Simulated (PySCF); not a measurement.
Simulation results for B₂H₃

Computed with PySCF 2.14.0. Calculation on a computer-drawn molecule: vertical ionisation energy to the stated ion spin, frozen-core CCSD(T) at the basis limit and cheaper methods, single-reference cases, UHF for radicals, no spin-orbit; all values are single points at the evaluated structure, the first of each entry, which is the reference or a displaced copy of it and isn't optimised; the reference structure only sets the zero of the energies above reference; triples share is (T) over the correlation energy.

### B₂H₃

Evaluated structure:
```xyz
5
B2H3
B     -0.0836    -0.6817     0.5907
B     -0.3155     0.3636     1.8453
H      0.0911    -1.4188    -0.2830
H     -1.4277     0.4751     2.2692
H      0.5664     1.0464     2.2464
```

Reference structure:
```xyz
5
B2H3
B     -0.0584    -0.6571     0.6060
B     -0.3229     0.3559     1.8146
H      0.1372    -1.4049    -0.2895
H     -1.4236     0.4655     2.2843
H      0.5774     1.0145     2.2618
```

Settings of this run: charge 0, multiplicity 2, ion multiplicity 1, diffuse functions no, basis cc-pVnZ, reference is the Hartree-Fock double-zeta minimum, best is HF at quadruple zeta + MP2 correlation extrapolated from triple and quadruple zeta + CCSD(T) minus MP2 at triple zeta and basis step is the size of the change from the same recipe one zeta lower.

The calculation gives: ionisation energy best 8.578 eV; ionisation energy basis step 0.0197 eV; energy above reference best 1.684 kcal/mol; energy above reference basis step 0.1213 kcal/mol; total energy HF triple zeta -51.0336 hartree; total energy CCSD(T) triple zeta -51.2518 hartree; total energy best -51.2752 hartree; T1 diagnostic at triple zeta 0.01954; D1 diagnostic at triple zeta 0.05954; spin squared at triple zeta 0.7586; ion T1 diagnostic at triple zeta 0.01234; ion D1 diagnostic at triple zeta 0.03076; triples share at triple zeta 0.03106; basis functions triple zeta 102; dipole magnitude HF at triple zeta 1.276 debye; dipole magnitude CCSD unrelaxed at triple zeta 1.425 debye; dipole magnitude PBE at triple zeta 1.369 debye; dipole magnitude r2SCAN at triple zeta 1.375 debye; dipole magnitude B3LYP at triple zeta 1.406 debye; dipole magnitude wB97X at triple zeta 1.447 debye.

Drawn bonds:
```
atom  other atom  order
   1           2      1
   1           3      1
   2           4      1
   2           5      1
```

Triple zeta:
```
 method  ionisation energy (eV)  energy above reference (kcal/mol)
     HF                    7.83                              1.163
    PBE                   8.879                              2.135
 r2SCAN                   8.923                              2.053
  B3LYP                   8.757                               1.86
  wB97X                    8.57                              1.883
    MP2                    8.46                              1.567
   CCSD                   8.469                              1.543
CCSD(T)                   8.531                              1.577
```
